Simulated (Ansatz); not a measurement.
Gas-phase reaction in SMILES: FC(F)CC(F)(F)F + 6 C (CH4) -> 2 CC (C2H6) + 5 CF (CH3F) [fluoromethane]
Geometries: B3LYP-D3(BJ)/def2-TZVP minima from Ansatz (a program for electronic structure), one conformer each, not searched for the lowest.

Wanted: bond separation energy (electronic energy difference), in kcal/mol. Valence correlation only, unless marked. No spin-orbit coupling. Non-relativistic. CBS(X,Y): correlation extrapolated as X^-3; Hartree-Fock from the larger set. [CCSD(T)-MP2]/basis is that difference in the basis named.

```json
[
 {"level": "PBE0-D3(BJ)/def2-TZVPD", "program": "Ansatz + dftd3", "bond separation energy (kcal/mol)": "(withheld)"},
 {"level": "HSE06-D4/def2-TZVPD", "program": "Ansatz + dftd4", "bond separation energy (kcal/mol)": "57.8"},
 {"level": "CAM-B3LYP/def2-TZVPD", "program": "Ansatz", "bond separation energy (kcal/mol)": "55.6"},
 {"level": "B2PLYP/def2-TZVPD", "program": "Ansatz", "bond separation energy (kcal/mol)": "55.0"},
 {"level": "RI-MP2/CBS(cc-pVTZ,cc-pVQZ)+[CCSD(T)-MP2]/cc-pVTZ", "program": "Ansatz", "bond separation energy (kcal/mol)": "(withheld)"}
]
```

### Question
Some entries are withheld; supply them.

### Answer

- PBE0-D3(BJ)/def2-TZVPD, bond separation energy (kcal/mol): 57.5
- RI-MP2/CBS(cc-pVTZ,cc-pVQZ)+[CCSD(T)-MP2]/cc-pVTZ, bond separation energy (kcal/mol): 58.7
